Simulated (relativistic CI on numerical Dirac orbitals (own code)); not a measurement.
# Sensitivity of the levels of Ho¹⁹⁺ to α and to the nuclear radius

Method of calculation: Dirac-Coulomb-Breit CI, separate exchange-only KLI orbitals for each configuration, derivatives by finite differences, unscaled Slater integrals, QED left out (own radial code, finite nucleus).

CI space (outside the closed core [Kr]): 4d¹⁰4f², 4d¹⁰4f5s, 4d¹⁰5s², 4d¹⁰4f5p, 4d¹⁰5s5p, 4d⁹4f³, 4d¹⁰5p², 4d¹⁰5s5d. Levels of other configurations are missing.

With x = (α/α₀)² − 1 an excitation energy changes as ω = ω₀ + qx; K = 2q/ω₀ is the relative enhancement. Terms are leading LS components, so labels can repeat. The field-shift factor is F = δν/δ⟨r²⟩ for the transition from the lowest level.

Lowest level 4d¹⁰4f² ³H4.

```csv
Level,ω₀ (cm⁻¹),q (cm⁻¹),K,F (GHz/fm²)
4d¹⁰4f² ³H5,10726,10810,2.02,0.383
4d¹⁰4f² ³F2,14626,2536,0.347,0.171
4d¹⁰4f² ³H6,20883,19640,1.88,0.707
4d¹⁰4f² ¹G4,21594,10050,0.931,0.435
4d¹⁰4f² ³F3,22056,10910,0.989,0.462
4d¹⁰4f² ³F4,35088,22300,1.27,0.877
4d¹⁰4f² ¹D2,50788,10090,0.397,0.645
4d¹⁰4f² ³P0,59093,5270,0.178,0.565
4d¹⁰4f² ¹I6,60591,12570,0.415,0.786
4d¹⁰4f² ³P1,63009,10690,0.339,0.739
4d¹⁰4f² ³P2,69822,19270,0.552,1.04
4d¹⁰4f² ¹S0,132530,14870,0.224,1.61
4d¹⁰4f5s ³F°2,357936,-222500,-1.24,260
4d¹⁰4f5s ³F°3,360397,-221400,-1.23,260
4d¹⁰4f5s ³F°4,370887,-210500,-1.14,261
4d¹⁰4f5s ¹F°3,377047,-209900,-1.11,259
4d¹⁰4f5p ³G3,618927,-193200,-0.624,22
4d¹⁰4f5p ³F2,624222,-190300,-0.61,21.8
4d¹⁰4f5p ³D3,633974,-179500,-0.566,22.3
4d¹⁰4f5p ³G4,636744,-179500,-0.564,22.3
4d¹⁰4f5p ³F3,721305,-68020,-0.189,11.7
4d¹⁰4f5p ³G4,730802,-62840,-0.172,11.9
4d¹⁰4f5p ³D2,731308,-69270,-0.189,11.9
```

At this charge transitions that keep the count of f electrons are usually good to a few per cent. Terms inside the open d or f shell come out 10 to 20 % too wide with unscaled integrals. Levels that differ in their count of f electrons can be misplaced by several ten thousand cm⁻¹, since the correlation energy of f electrons is missing or only estimated; rates across such gaps can be off by orders of magnitude.
